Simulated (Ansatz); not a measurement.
Gas-phase reaction 2 R1 + 3 R2 → 9 P1, each structure at its B3LYP-D3(BJ)/def2-SVP stationary point, reached from a drawn start (curvature not checked).
R1, O9W3 (SMILES [O][W]1([O])[O][W]([O])([O])[O][W]([O])([O])[O]1) (charge 0, multiplicity 1):
```json
[
 {"atom": "W", "x (Å)": "-1.7061", "y (Å)": "1.1466", "z (Å)": "-0.1339"},
 {"atom": "W", "x (Å)": "0.2103", "y (Å)": "-1.3583", "z (Å)": "1.5343"},
 {"atom": "W", "x (Å)": "1.4956", "y (Å)": "0.2115", "z (Å)": "-1.4006"},
 {"atom": "O", "x (Å)": "-1.9461", "y (Å)": "2.6802", "z (Å)": "0.5813"},
 {"atom": "O", "x (Å)": "-3.1327", "y (Å)": "0.7333", "z (Å)": "-0.9798"},
 {"atom": "O", "x (Å)": "-0.2799", "y (Å)": "-2.9954", "z (Å)": "1.5044"},
 {"atom": "O", "x (Å)": "0.9069", "y (Å)": "-1.0472", "z (Å)": "3.0637"},
 {"atom": "O", "x (Å)": "1.6338", "y (Å)": "-0.6580", "z (Å)": "-2.8656"},
 {"atom": "O", "x (Å)": "2.8193", "y (Å)": "1.2884", "z (Å)": "-1.3030"},
 {"atom": "O", "x (Å)": "-1.2496", "y (Å)": "-0.1769", "z (Å)": "1.1698"},
 {"atom": "O", "x (Å)": "1.4246", "y (Å)": "-0.9587", "z (Å)": "0.1111"},
 {"atom": "O", "x (Å)": "-0.1759", "y (Å)": "1.1345", "z (Å)": "-1.2820"}
]
```
R2, F6W (SMILES [F][W]([F])([F])([F])([F])[F]) (charge 0, multiplicity 1):
```xyz
7

W      0.000     0.000     0.000
F      1.682    -0.673     0.375
F     -0.450    -0.127     1.790
F     -0.625    -1.718    -0.279
F      0.625     1.718     0.280
F      0.450     0.127    -1.790
F     -1.682     0.673    -0.375
```
P1, F2O2W (SMILES [O][W]([O])([F])[F]) (charge 0, multiplicity 1):
```xyz
5

W     -0.0031     0.0080     0.0045
O     -0.9698    -1.2049    -0.7004
O      1.6124    -0.4663    -0.2558
F     -0.3304     0.0460     1.8418
F     -0.3093     1.6172    -0.8902
```

P less R. No zero-point or thermal terms; singlets are restricted closed shells; no spin–orbit coupling. The spin states of the d-block species are the ones drawn and need not be the lowest.

Frozen-core correlation throughout.

Run with Ansatz (a program for electronic structure) with Gaussian orbitals. All values are computed, each at the level named. Elements past Kr take the def2 small-core potentials, without spin–orbit coupling.

Total energies in hartree:

| structure | PBE/def2-TZVPP | B3LYP/def2-TZVPP | CCSD(T)/def2-SVP |
|---|---|---|---|
| R1 | -878.748777 | -879.293623 | -875.133412 |
| R2 | -666.240717 | -666.754529 | -664.104625 |
| P1 | -417.350056 | -417.642937 | -415.834819 |

Question: Work out the reaction energy at each level in kcal/mol (1 hartree = 627.50947 kcal/mol), and say how far PBE/def2-TZVPP lies from CCSD(T)/def2-SVP.

Answer: 
- PBE/def2-TZVPP: 9 × (-417.350056) − 2 × (-878.748777) − 3 × (-666.240717) = 0.069201 hartree = 43.42 kcal/mol
- B3LYP/def2-TZVPP: 9 × (-417.642937) − 2 × (-879.293623) − 3 × (-666.754529) = 0.064400 hartree = 40.41 kcal/mol
- CCSD(T)/def2-SVP: 9 × (-415.834819) − 2 × (-875.133412) − 3 × (-664.104625) = 0.067328 hartree = 42.25 kcal/mol
PBE/def2-TZVPP less CCSD(T)/def2-SVP: 1.17 kcal/mol. CCSD(T)/def2-SVP is the level counted from, the highest shown, and no exact or measured value.
